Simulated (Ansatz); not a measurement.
Isolated molecules relaxed with PBE0-D4/def2-TZVP in Ansatz; ΔE leaves out vibrations. CCSD(T)/CBS is the MP2 limit (def2-TZVPP, def2-QZVPP) plus CCSD(T) − MP2 in def2-TZVPP, frozen cores. For Zn outer-core shells are correlated without core-valence functions, which leaves a few kJ/mol of doubt a bond. Scalar relativity is left out up to krypton. One conformer a species, not always the lowest.

Consider the ligand exchange at the Si–N bond: `C[SiH2][NH][ZnH]` + `O[SiH2]F` → `C[SiH2]O[SiH2]F` + `[NH2][ZnH]`.

| species | CCSD(T)/CBS(def2) energy (Eh) |
| --- | --- |
| `C[SiH2][NH][ZnH]` | -2164.46335 |
| `O[SiH2]F` | -465.96250 |
| `C[SiH2]O[SiH2]F` | -795.56184 |
| `[NH2][ZnH]` | -1834.88092 |

Question: Work out ΔE.

Answer: ΔE = (-795.56184) + (-1834.88092) − (-2164.46335) − (-465.96250) = -0.01691 Eh = -44.4 kJ/mol.

Question: What do rigid-rotor, harmonic-oscillator terms from PBE0-D4/def2-TZVP frequencies (298.15 K, 1 bar) make of the CCSD(T)/CBS value? (Best estimate.)

Answer: Computed: ΔZPE = -0.1 kJ/mol, ΔH = -43.1 kJ/mol, ΔS = 15 J/(mol·K), ΔG = -47.5 kJ/mol. Modes under 50 cm⁻¹ make the entropy rough.

Largest T1 diagnostic among the species: 0.016.

Leaving LDA and LC-ωPBE aside and taking each functional with its dispersion term where it has one, the values, not all of them listed here, spread over 14.0 kJ/mol, from BHLYP-D4 to revPBE-D4. LDA lies +3.2 kJ/mol from PBE without D4. In def2-TZVPP, CCSD(T) changes the Hartree–Fock value by +13.7 kJ/mol (the triples alone add +2.4 kJ/mol) and MP2 by +14.4 kJ/mol. At CCSD(T), def2-SVP lies +15.1 kJ/mol from the extrapolated value and def2-TZVPP +1.9 kJ/mol.
